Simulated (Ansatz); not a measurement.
`O=COC[SiH3]`, relaxed with RKS PBE0-D4/def2-TZVP in the Gaussian-basis code of Ansatz from a PBE-D4/def2-SVP geometry. The force threshold is 0.005 eV/Å; the program also tests the step.

Charge 0, multiplicity 1.

Start:

```xyz
11

O    -0.939   -2.093    0.063
C    -0.945   -1.391    1.049
O    -0.130   -0.338    1.280
C     0.829   -0.033    0.238
Si    0.125    1.238   -1.010
H    -1.625   -1.505    1.930
H     1.720    0.378    0.753
H     1.116   -0.966   -0.291
H    -1.134    0.704   -1.627
H    -0.176    2.533   -0.310
H     1.160    1.475   -2.076
```

```json
{"step": "1", "energy (eV)": "-14135.7272", "largest force (eV/Å)": "1.263", "largest move (Å)": "0.000"}
{"step": "2", "energy (eV)": "-14135.7738", "largest force (eV/Å)": "0.244", "largest move (Å)": "0.026"}
{"step": "3 (rejected)", "energy (eV)": "-14135.7676", "largest force (eV/Å)": "0.452", "largest move (Å)": "0.038"}
{"step": "4", "energy (eV)": "-14135.7779", "largest force (eV/Å)": "0.104", "largest move (Å)": "0.019"}
{"step": "5", "energy (eV)": "-14135.7779", "largest force (eV/Å)": "0.066", "largest move (Å)": "0.013"}
{"step": "6", "energy (eV)": "-14135.7783", "largest force (eV/Å)": "0.010", "largest move (Å)": "0.007"}
{"step": "7", "energy (eV)": "-14135.7783", "largest force (eV/Å)": "0.005", "largest move (Å)": "0.001"}
```

End:

```xyz
11

O    -0.925   -2.082    0.077
C    -0.932   -1.380    1.046
O    -0.137   -0.336    1.264
C     0.815   -0.031    0.229
Si    0.123    1.229   -1.006
H    -1.605   -1.502    1.907
H     1.687    0.376    0.743
H     1.108   -0.950   -0.284
H    -1.128    0.715   -1.615
H    -0.157    2.508   -0.305
H     1.151    1.454   -2.056
```

It took 9 s on 4 threads of an AMD EPYC 9R45 on a shared host, with 0.49 GiB of host memory at the peak.
